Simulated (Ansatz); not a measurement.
Consider the formal exchange of groups at a C–O bond: `C[O][GeH]([F])[SH]` + `[CH2]1C[SiH2][AlH]1` → `[CH3][Al]1[CH2]C[SiH2]1` + `[OH][GeH]([F])[SH]`.

Program: Ansatz. Geometries: PBE0-D4/def2-TZVP. ΔE: electronic, gas phase. CCSD(T)/CBS is the MP2 limit (def2-TZVPP, def2-QZVPP) plus CCSD(T) − MP2 in def2-TZVPP, frozen cores. DFT in def2-TZVPP. For Ge outer-core shells are correlated without core-valence functions, which leaves a few kJ/mol of doubt a bond. Scalar relativity is left out up to krypton. Each species was taken in one conformer, which may not be the lowest.

```json
{"level": "PBE-D4", "ΔE (kJ/mol)": "-100.8"}
{"level": "PBE", "ΔE (kJ/mol)": "-102.7"}
{"level": "HF/def2-TZVPP", "ΔE (kJ/mol)": "-87.7"}
{"level": "HF/def2-QZVPP", "ΔE (kJ/mol)": "-87.8"}
```

(1) What does CCSD(T)/CBS give? (An estimate is asked.)

Largest T1 diagnostic among the species: 0.012.

Answers

(1) Computed: -102.7 kJ/mol. The listed levels differ from it by 1.9, 0.0, 15.0, 14.9 kJ/mol.

The D4 term adds +3.2 kJ/mol with B3LYP and +1.6 kJ/mol with PBE0; it sums over pairs of atoms, weighted by their polarisabilities, and B3LYP, whose exchange is more repulsive, gets the larger term. In def2-TZVPP, CCSD(T) changes the Hartree–Fock value by −12.4 kJ/mol (the triples alone add −0.9 kJ/mol) and MP2 by −19.3 kJ/mol.

B3LYP here is the variant with VWN-RPA as its local correlation; programs differ in this.
